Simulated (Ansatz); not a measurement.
This geometry of C$_{2}$H$_{3}$AlClF (8 atoms, charge 0, multiplicity 1) is a first-order saddle point.

All numbers below come from Ansatz, RKS r2SCAN/def2-SVP.

```xyz
8
Properties=species:S:1:pos:R:3
C -0.017 1.064 1.073
C 0.374 -0.068 0.477
F 1.240 -0.885 1.151
Al -0.092 -0.763 -1.305
Cl -1.765 -2.031 -1.476
H 0.336 1.336 2.074
H -0.708 1.743 0.566
H 0.725 -0.453 -2.616
```

Question: Which two structures does it join? (They come from a converged band through this point; their orientation in space is the band's.)

Answer: No bond is made or broken. The dihedral F3–C2–Al4–Cl5 goes from 180 to 0°.

Image 0:

```xyz
8
Properties=species:S:1:pos:R:3
C -0.270 0.471 1.324
C 0.553 -0.057 0.405
F 1.830 -0.352 0.772
Al 0.075 -0.449 -1.451
Cl -1.914 0.007 -1.981
H 0.063 0.668 2.349
H -1.299 0.713 1.046
H 1.056 -1.058 -2.520
```

Image 6:

```xyz
8
Properties=species:S:1:pos:R:3
C -0.346 0.515 1.339
C 0.473 -0.031 0.425
F 1.741 -0.337 0.795
Al -0.094 -0.395 -1.410
Cl 1.267 -1.239 -2.771
H -0.014 0.714 2.365
H -1.373 0.771 1.066
H -1.563 -0.055 -1.865
```

Question: How far does it lie above each of them?

Answer: 4.1 kcal/mol above the first and 3.8 kcal/mol above the second. This is the barrier of this one path; another mechanism may lie lower.

Run time: 2 min on 2 threads of Arm Neoverse V2, on a shared host, peak memory 0.15 GiB.
